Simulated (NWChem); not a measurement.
Spin states of BeF2

SMILES: [F][Be][F]
```xyz
3

Be     0.0000     0.0000     0.0000
F      0.0000     0.0000     1.3865
F      0.0000     0.0000    -1.3865
```
Charge 0, spin multiplicity 1.

The numbers come from NWChem runs, not from measurements. Structure: optimised with B3LYP/def2-SVP, a minimum by its harmonic frequencies.

Basis set: def2-TZVP. The gap is E(triplet) − E(singlet) at the geometry of the singlet, so a negative value puts the higher spin lower. Open shells are unrestricted, coupled cluster uses restricted open-shell references, and the singlet is the closed-shell solution. The triplet is the single determinant that the SCF runs reached, with unpaired electrons in orbitals of symmetry ag and b2g (D2h labels); it need not be the lowest triplet, which in molecules with degenerate π orbitals can need several determinants.

```json
[
 {"method": "B3LYP", "vertical singlet-triplet gap (kcal/mol)": "210.4", "relative cost": "1", "difference from CCSD(T)": "-19.1"},
 {"method": "MP2", "vertical singlet-triplet gap (kcal/mol)": "241.9", "relative cost": "under 3", "difference from CCSD(T)": "+12.4"},
 {"method": "HF", "vertical singlet-triplet gap (kcal/mol)": "234.3", "relative cost": "under 3", "difference from CCSD(T)": "+4.8"},
 {"method": "PBE0", "vertical singlet-triplet gap (kcal/mol)": "211.3", "relative cost": "under 3", "difference from CCSD(T)": "-18.2"},
 {"method": "B2PLYP", "vertical singlet-triplet gap (kcal/mol)": "221.1", "relative cost": "under 3", "difference from CCSD(T)": "-8.4"},
 {"method": "CAM-B3LYP", "vertical singlet-triplet gap (kcal/mol)": "220.1", "relative cost": "5", "difference from CCSD(T)": "-9.4"},
 {"method": "CR-CCSD(T)", "vertical singlet-triplet gap (kcal/mol)": "230.7", "relative cost": "30", "difference from CCSD(T)": "+1.2"},
 {"method": "CCSD(T)", "vertical singlet-triplet gap (kcal/mol)": "229.5", "relative cost": "30", "difference from CCSD(T)": "0.0"},
 {"method": "PBE", "vertical singlet-triplet gap (kcal/mol)": "197.0", "relative cost": "under 3", "difference from CCSD(T)": "-32.5"}
]
```

The values span 44.9 kcal/mol, from PBE (lowest) to MP2 (highest). Relative cost: rough, from shared machines, SCF included, B3LYP = 1.

The correlated methods keep 3 core orbitals frozen. B3LYP has NWChem's definition, with VWN1-RPA local correlation. GW and range-separated runs recompute their integrals, the others keep them in memory, which bears on the times. The structure started from a generated list of species. No SCF solution was tested for a lower state. Open-shell Hartree-Fock references start from PBE0 orbitals; any time given for them includes that run. Coupled-cluster values serve here as a point of comparison, not as the truth.
